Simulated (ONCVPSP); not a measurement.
# arsenic (As): ONCV pseudisation with PBEsol, scalar-relativistic reference atom.

| Quantity | Value |
| --- | --- |
| Element | As |
| Generator | ONCVPSP 4.0.1 |
| Type | optimised norm-conserving Vanderbilt (ONCV) |
| Functional | PBEsol |
| Relativity | scalar-relativistic |
| Frozen core | [Ar] 3d10 |
| Valence charge | 5 |
| Reference configuration | 4s2 4p2 (charge +1) |
| Partial waves | 4s: rc 1.70 bohr, ncon 4, nbas 7, qcut 4.5 1/bohr, 2 projectors, debl 0.3 Ha; 4p: rc 1.70 bohr, ncon 4, nbas 8, qcut 5.3 1/bohr, local; d scattering state at 0.03 Ha: rc 2.05 bohr, ncon 4, nbas 9, qcut 4.2 1/bohr, 3 projectors, debl 3.8 Ha |
| Local potential | the p channel |
| Core correction | none |

In the s channel the program set the typed energies aside and used -0.859, 0.250 Ha.

- Cutoffs needed: 10.0 Ha and 32 Ha (the cutoffs (Ha) at which the residual kinetic energy of the hardest occupied pseudo-wave falls to 1 and 0.1 mHa per electron) The cutoffs count occupied waves only; projector 3 of the d channel, the hardest unoccupied one, needs 105 Ha at the loose tolerance.
- Ghost test: no bound ghost flagged; GHOST(+) flags only above 600 eV
- Largest excitation error: +70 meV (all-electron minus pseudo) for 4s1 4p0, out of 4 test configurations
